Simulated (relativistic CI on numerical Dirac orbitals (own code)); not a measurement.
Computed by Dirac-Coulomb-Breit CI, orbitals from a KLI potential per configuration, model QED (radiative potential, 1s self-energy scaled to tabulated hydrogen-like ionisation energies), unscaled Slater integrals (own radial code, finite nucleus).

The strongest absorption lines from the ground level of an ion, among the configurations computed and to levels below about 54400 eV (vacuum wavelength in nm, gf): 0.02279 (0.0096), 0.02307 (0.017), 0.02360 (0.035), 0.02364 (0.015), 0.02482 (0.095), 0.02494 (0.043), 0.02909 (0.47), 0.02965 (0.24).

Q: Which ion is it?
A. Eu⁵⁹⁺
B. Eu⁶¹⁺
C. I⁵¹⁺
D. Ce⁵⁶⁺

A: B. Eu⁶¹⁺ has 2 electrons and the ground level 1s2 1S_0; the strongest line goes to 1s 2p 1P°_1. The pattern of lines fixes the number of electrons, and along that sequence the line energies rise steadily with the charge (about as its square where n changes within one kind of shell, about linearly where n is kept but much faster in heavy ions where fine structure, which grows about as Z⁴, sets the gap, and irregularly where shells cross), which fixes Z. Configurations outside the model, such as inner-shell arrays, can give stronger lines. At this charge energies of transitions that change n are usually good to better than 1 %, and those within a shell (Δn = 0) to a few per cent.

LS names give the leading component of a level, which can be under half, so a name can repeat, a term be missing and a line seem to break the LS rules.
